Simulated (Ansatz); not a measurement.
`C[O][Sb]([F])[F]` and `[F][Sb]([F])[Cl]` differ in one atom or group.

Ansatz, PBE0-D4/def2-TZVP geometries, multiplicity 1. Each molecule was computed in one conformer, which needn't be the lowest.

Elements past krypton have def2 core potentials.

```tsv
property	`C[O][Sb]([F])[F]`
HOMO–LUMO gap (B3LYP/def2-TZVPP) / eV	6.85
LUMO energy (PBE0/def2-TZVPP) / eV	-1.25
ideal-gas entropy at 298 K and 1 bar (rigid rotor, harmonic PBE0-D4/def2-TZVP) / J/(mol·K)	362
LUMO energy (PBE/def2-TZVPP) / eV	-1.98
size of the dipole moment (ωB97M-V/def2-TZVPP) / D	2.08
LUMO energy (ωB97M-V/def2-TZVPP) / eV	0.53
```

Task: Give the same properties after the change, and the shifts. (An estimate is asked.)

Result: Ansatz gave: 
| property | `[F][Sb]([F])[Cl]` | shift |
| --- | --- | --- |
| HOMO–LUMO gap (B3LYP/def2-TZVPP) / eV | 6.93 | 0.08 |
| LUMO energy (PBE0/def2-TZVPP) / eV | -1.79 | -0.54 |
| ideal-gas entropy at 298 K and 1 bar (rigid rotor, harmonic PBE0-D4/def2-TZVP) / J/(mol·K) | 324 | -38 |
| LUMO energy (PBE/def2-TZVPP) / eV | -2.53 | -0.55 |
| size of the dipole moment (ωB97M-V/def2-TZVPP) / D | 3.43 | 1.35 |
| LUMO energy (ωB97M-V/def2-TZVPP) / eV | 0.04 | -0.49 |

The zero-point energy changes by -106.7 kJ/mol with -12 modes. Dipoles are sizes alone; their direction can turn. Modes under 60 cm⁻¹, often nearly free rotors, make the harmonic entropy too high.

B3LYP here is the variant with VWN-RPA as its local correlation; programs differ in this.

Spin–orbit coupling is left out; it splits and shifts lone-pair levels of the heavy atoms by tenths of an eV.
